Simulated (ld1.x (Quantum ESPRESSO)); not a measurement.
An all-electron radial function and its pseudo partner (N)

Columns: radius, all-electron u(r) and pseudo u(r) of the 2s shell (level -32.46 eV) of nitrogen in the configuration [He] 2s2 2p2; PBE, scalar-relativistic, TM scheme, ld1.x (Quantum ESPRESSO) 7.5.

| r (bohr) | all-electron | pseudo |
| --- | --- | --- |
| 0.082 | 0.3826 | -0.0679 |
| 0.165 | 0.3711 | -0.1401 |
| 0.248 | 0.1927 | -0.2193 |
| 0.330 | -0.0346 | -0.3075 |
| 0.413 | -0.2613 | -0.4086 |
| 0.495 | -0.4577 | -0.5186 |
| 0.578 | -0.6202 | -0.6338 |
| 0.660 | -0.7435 | -0.7404 |
| 0.742 | -0.8317 | -0.8276 |
| 0.825 | -0.8894 | -0.8880 |
| 0.908 | -0.9201 | -0.9200 |
| 0.990 | -0.9289 | -0.9289 |
| 1.072 | -0.9207 | -0.9207 |
| 1.155 | -0.8991 | -0.8991 |
| 1.238 | -0.8676 | -0.8676 |
| 1.320 | -0.8296 | -0.8296 |
| 1.402 | -0.7870 | -0.7870 |
| 1.485 | -0.7411 | -0.7411 |
| 1.568 | -0.6938 | -0.6938 |
| 1.650 | -0.6468 | -0.6468 |
| 1.733 | -0.6000 | -0.6000 |
| 1.815 | -0.5551 | -0.5551 |
| 1.898 | -0.5113 | -0.5113 |
| 1.980 | -0.4702 | -0.4702 |
| 2.062 | -0.4313 | -0.4313 |
| 2.145 | -0.3944 | -0.3944 |

**Question.** How many radial nodes do the two functions have?

**Answer.** The all-electron 2s function has n − l − 1 = 1; the pseudo-wave has 0, since the states of the same l below it are removed with the core.

**Question.** At about which radius was the pseudo-wave matched?

**Answer.** 1.00 bohr. The columns agree to 0.0005 from 0.91 bohr on; several derivatives are matched, so the curves merge somewhat inside the radius.

**Question.** Is the pseudo-wave norm-conserving?

**Answer.** Yes: the TM scheme keeps the norm inside the radius equal to the all-electron one, which fixes the energy derivative of the logarithmic derivative at the level.
